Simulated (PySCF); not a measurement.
Ti(Me)(H)3 (CH6Ti), SMILES [CH3][TiH3], multiplicity 1. Atoms are numbered in the order given.

```xyz
8

Ti     0.0000     0.0000     0.5257
C      0.0000     0.0000    -1.5108
H      0.8958    -0.5172    -1.8700
H      0.0000     1.0344    -1.8700
H     -0.8958    -0.5172    -1.8700
H      1.4102     0.8142     1.0368
H     -1.4102     0.8142     1.0368
H      0.0000    -1.6283     1.0368
```

Geometry: B3LYP-D3(BJ)/def2-TZVP. The geometry has at least one imaginary mode, so it is a saddle point at that level. The multiplicity is an assumed one; no other spin state was optimised. The structure was generated by enumeration; whether it is a known compound was not checked.

Computed with ωB97X/def2-TZVPD in PySCF.

Mulliken values depend strongly on the basis, most of all with diffuse functions as here. Atomic charges (e):

| atom | meta-Löwdin | Mulliken |
|---|---|---|
| Ti1 | ? | 0.15 |
| C2 | ? | -1.19 |
| H3 | ? | 0.35 |
| H4 | ? | 0.35 |
| H5 | ? | 0.35 |
| H6 | ? | 0.00 |
| H7 | ? | 0.00 |
| H8 | ? | 0.00 |

Problem. What belongs in the gaps? (The exact figures need the calculation; the answer reports its results.)

Solution. 
- Ti1, meta-Löwdin: 1.18
- C2, meta-Löwdin: -0.69
- H3, meta-Löwdin: 0.13
- H4, meta-Löwdin: 0.13
- H5, meta-Löwdin: 0.13
- H6, meta-Löwdin: -0.30
- H7, meta-Löwdin: -0.30
- H8, meta-Löwdin: -0.30
